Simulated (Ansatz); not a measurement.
The same molecule with X = Si, Ge, Sn. Ansatz, PBE0-D4/def2-TZVP geometries, multiplicity 1. Each molecule was computed in one conformer, which needn't be the lowest.

Elements past krypton have def2 core potentials. Scalar relativity is left out up to krypton.

```
 X        molecule  mean X–F bond length / Å  mean X–N bond length / Å  LUMO energy (PBE0/def2-TZVPP) / eV  HOMO energy (PBE0/def2-TZVPP) / eV  HOMO–LUMO gap (B3LYP/def2-TZVPP) / eV
Si        `N[Si]F`                     1.622                     1.702                               -1.11                               -7.15                                   5.68
Sn  `[NH2][Sn][F]`                     1.951                     2.003                               -1.87                               -7.59                                   5.23
```

Problem. Give the row for X = Ge, `[NH2][Ge][F]`. (An estimate is asked.)

Solution. Ansatz gave: 
```tsv
X	molecule	mean X–F bond length / Å	mean X–N bond length / Å	LUMO energy (PBE0/def2-TZVPP) / eV	HOMO energy (PBE0/def2-TZVPP) / eV	HOMO–LUMO gap (B3LYP/def2-TZVPP) / eV
Ge	`[NH2][Ge][F]`	1.768	1.811	-1.49	-7.72	5.84
```

From Si to Sn the mean X–F bond length rises at each step, by 0.329 Å in all; the mean X–N bond length rises at each step, by 0.301 Å in all; the LUMO energy (PBE0/def2-TZVPP) falls at each step, by 0.76 eV in all; the HOMO energy (PBE0/def2-TZVPP) isn't monotonic: highest at Si, lowest at Ge; the HOMO–LUMO gap (B3LYP/def2-TZVPP) isn't monotonic: highest at Ge, lowest at Sn. Bonds lengthen as the atom grows down the group.

B3LYP here is the variant with VWN-RPA as its local correlation; programs differ in this.
